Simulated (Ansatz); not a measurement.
```xyz
10

O     0.016    2.098   -1.120
Ge    0.244    1.263    0.443
Ge    0.129   -1.149    0.153
O    -1.605   -1.515   -0.086
H     0.673    1.845   -1.772
H    -0.891    1.797    1.324
H     1.618    1.651    1.036
H     0.652   -1.924    1.385
H     0.927   -1.622   -1.085
H    -1.762   -2.442   -0.278
```

Charge 0, multiplicity 1.

Question: List the PBE/def2-TZVPP orbital energies in eV (Ansatz 0.2.0). (Best estimate.)

Answer: The calculation gave: Occupied: -10804.83, -10804.79, -1338.16, -1338.12, -1191.58, -1191.57, -1191.56, -1191.54, -1191.53, -1191.52, -510.13, -510.09, -162.78, -162.74, -114.24, -114.20, -114.20, -114.18, -114.17, -114.14, -30.20, -30.16, -30.09, -30.03, -30.01, -29.99, -29.97, -29.93, -29.92, -29.87, -24.37, -24.32, -14.61, -13.37, -11.44, -11.04, -9.10, -8.75, -8.50, -8.20, -7.48, -6.86, -6.47. Lowest empty: -1.13, -1.07, -0.42, 0.38, 0.74, 1.15, 1.38, 1.89.
